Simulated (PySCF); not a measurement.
Ge(F)(Br)2(Me), SMILES [CH3][Ge]([F])([Br])[Br] (CH3Br2FGe) (PBE0/def2-SVP optimised geometry):

```
8

C     -0.967     0.619     0.000
Ge    -0.225    -1.157     0.000
F     -0.709    -1.976     1.449
Br     2.063    -1.157     0.000
Br    -0.992    -2.436    -1.736
H     -2.063     0.549     0.025
H     -0.648     1.144    -0.910
H     -0.604     1.157     0.886
```

Computed with PySCF with PBE0/def2-TZVP.

**Question.** What are the frontier orbital energies and the dipole moment?

**Answer.** HOMO-2 -8.87 eV, HOMO-1 -8.85 eV, HOMO -8.64 eV, LUMO -1.37 eV, LUMO+1 0.44 eV; dipole moment 2.77 D.

On the same geometry PBE/def2-TZVP in PySCF gives HOMO-2 -7.57 eV, HOMO-1 -7.51 eV, HOMO -7.33 eV, LUMO -2.30 eV, LUMO+1 -0.46 eV; dipole moment 2.68 D.

Meta-Löwdin charges at PBE0/def2-TZVP: C1 -0.57, Ge2 1.08, F3 -0.50, Br4 -0.24, Br5 -0.24, H6 0.15, H7 0.15, H8 0.15.
